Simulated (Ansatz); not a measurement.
Single points on GaCl2I (GaICl2).

```yaml
crystal:
  periodic: [false, false, false]
  atoms:
    - {symbol: Ga, position_ang: [0.032614, 0.054920, -0.000163]}
    - {symbol: Cl, position_ang: [2.161291, 0.069710, 0.011729]}
    - {symbol: Cl, position_ang: [-0.973453, 1.930855, -0.017838]}
    - {symbol: I, position_ang: [-1.220442, -2.055486, 0.006272]}
basis:
  gaussian: {orbitals: def2-TZVP, initial_orbitals: start.molden}
magnetization: {spin_polarized: true, initial_magnetization: 2}
hamiltonian: {xc: r2scan, dispersion: d4}
scf: {omitted_lower_state_checks: [starts]}
output: {orbitals: {seedname: orbitals}}
```

The file start.molden holds the orbitals of an earlier run on this structure, at another level or in another basis.

```sh
$ ansatz run in.yaml --threads 4 --pin off --events-out ev --progress --plain --max-ram 3916MiB
```

Shortened log:

```
Functional definition: r2SCAN
1247 factors; their error is unknown
mean field evaluation 1: about -85526.5186 eV, gradient 7.5e0 eV
mean field evaluation 2: about -85526.6040 eV, gradient 3.3e-1 eV
mean field evaluation 4: about -85526.6157 eV, gradient 2.0e-3 eV
mean field evaluation 8: about -85526.5909 eV, gradient 1.5e-5 eV
mean field evaluation 16: about -85526.5909 eV, gradient 2.0e-6 eV
mean field -85526.59088682 eV, -3143.0442430852 hartree, gradient 2.0e-6 eV, S^2 2.006901; 0 other end points of the search recorded, 0 dependent functions left out
reference -85526.59089905 eV, -3143.0442435346 hartree; 46, 44 occupied and 126, 128 virtual orbitals, 1247 factors
Total energy: -85526.62835677 eV, -3143.0456200804 hartree
Checks for a lower state left out: starts
```

Hardware: 4 threads of Arm Neoverse V1 on a shared host. Wall time 24 s.

The first input with `gaussian: {orbitals: def2-TZVP}`, `hamiltonian: {xc: pbe0, dispersion: d4}` (abridged; 10 s):

```
Functional definition: PBE0
mean field evaluation 16: about -85510.4513 eV, gradient 2.1e-3 eV
mean field -85510.45125909 eV, -3142.4511227061 hartree, gradient 7.1e-6 eV, S^2 2.005642
Total energy: -85510.60470468 eV, -3142.4567617272 hartree
Checks for a lower state left out: starts
```

As the first input, with `hamiltonian: {xc: pbe, dispersion: d4}` (abridged; 4.1 s):

```
Functional definition: PBE
mean field evaluation 16: about -85507.0165 eV, gradient 4.8e-6 eV
mean field -85507.01649172 eV, -3142.3248973332 hartree, gradient 4.8e-6 eV, S^2 2.002455
Total energy: -85507.19150887 eV, -3142.3313290949 hartree
Checks for a lower state left out: starts
```

Geometry: PBE0-D4/def2-SVP, that of the neutral singlet.

In the def2 sets I takes a core potential; there is no spin–orbit coupling. At PBE0-D4/def2-TZVP a singlet of charge 0 lies 4.59 eV below the triplet at the same geometry.
